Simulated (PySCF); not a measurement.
A structure optimised at B3LYP-D3(BJ)/def2-SVP, used in a PySCF frequency run:

```xyz
5

Al    -0.0039    -0.4535     0.0000
F     -1.3880    -1.3580     0.0000
F      1.4618    -1.2232     0.0000
S     -0.1155     1.7061     0.0000
H      1.2343     1.8291     0.0000
```
Charge 0, spin multiplicity 1.

Q: Write its SMILES, formula and point group.

A: [F][Al]([F])[SH], AlF2HS, Cs

Q: What are its rotational constants (standard atomic weights)?

A: 6.3899, 3.0532, 2.0660 GHz
